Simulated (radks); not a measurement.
The numbers below are computed, except where a source is named.
Q: Excited configurations of Cl IV: one electron is placed in a higher orbital outside [Ne] 3s2 3p1. The ground configuration is [Ne] 3s2 3p2. Level of theory: scalar-relativistic Kohn-Sham, BLYP, spin-polarised, spherical densities, finite nucleus; open shells are filled with parallel spins first; Fermi nuclear charge, rms radius 3.3654 fm (a radial shooting solver on a logarithmic mesh with Libxc functionals). Excitation = E - E(ground); binding = E(ion) - E, where the ion is the core of charge +4; n* = 4/sqrt(2 binding) in atomic units, and the quantum defect is n - n*.

| outer orbital | excitation (eV) | binding (eV) | n* | quantum defect | eigenvalue (eV) | <r> (bohr) |
|---|---|---|---|---|---|---|
| 3d | 19.315 | 33.810 | 2.537 | 0.463 | -27.692 | 1.776 |
| 4p | 30.355 | 22.770 | 3.092 | 0.908 | -19.984 | 3.453 |
| 5s | 38.076 | 15.049 | 3.803 | 1.197 | -13.406 | 5.579 |
| 5d | 42.309 | 10.816 | 4.486 | 0.514 | -9.488 | 6.998 |
| 6s | 43.472 | 9.653 | 4.749 | 1.251 | -8.651 | 8.686 |
| 6f | 46.348 | 6.777 | 5.668 | 0.332 | -5.954 | 10.88 |
| 7s | 46.380 | 6.745 | 5.681 | 1.319 | -6.067 | 12.47 |
| 7f | 48.082 | 5.043 | 6.570 | 0.430 | -4.476 | 15.27 |

Estimate the row for 6p.

A: excitation (eV) 44.347; binding (eV) 8.777; n* 4.980; quantum defect 1.020; eigenvalue (eV) -7.835; <r> (bohr) 9.339. The Delta-SCF ionisation energy is 53.125 eV (NIST Atomic Spectra Database: 53.2 eV, semi-empirical). Self-interaction in the functional shifts the binding energies and quantum defects, so they are the method's values and not measured ones. Open shells are spherical and high-spin; term and fine-structure splittings are not resolved.
